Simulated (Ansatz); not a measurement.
Basis-set extrapolation for C₂H₉BOSi (`CB(C)O[SiH3]`) (PBE0-D4/def2-TZVP geometry, frozen core, Ansatz). Multiplicity 1, RHF reference.

|  | def2-TZVPP | def2-QZVPP |
| --- | --- | --- |
| HF | -469.652239 | -469.670475 |
| MP2 correlation | -0.815051 | -0.872022 |
| CCSD(T) correlation | -0.902355 | not run |

Energies in hartree. Use E(X) = E(∞) + A·exp(−7.88·√X) for Hartree–Fock and E(X) = E(∞) + B·X^(−2.97) for correlation, with X = 3 and 4, and add CCSD(T) minus MP2 of the smaller set to the MP2 limit.

What is the CCSD(T) energy at the basis-set limit?

HF limit: -469.670475 + (-0.018236) × 0.13774 = -469.67299. MP2 limit: -0.872022 + (-0.056971) × 0.74074 = -0.91422. Higher-order term: -0.902355 − (-0.815051) = -0.08730. Total: -470.67451 hartree, 314.8 kJ/mol below CCSD(T)/def2-TZVPP.
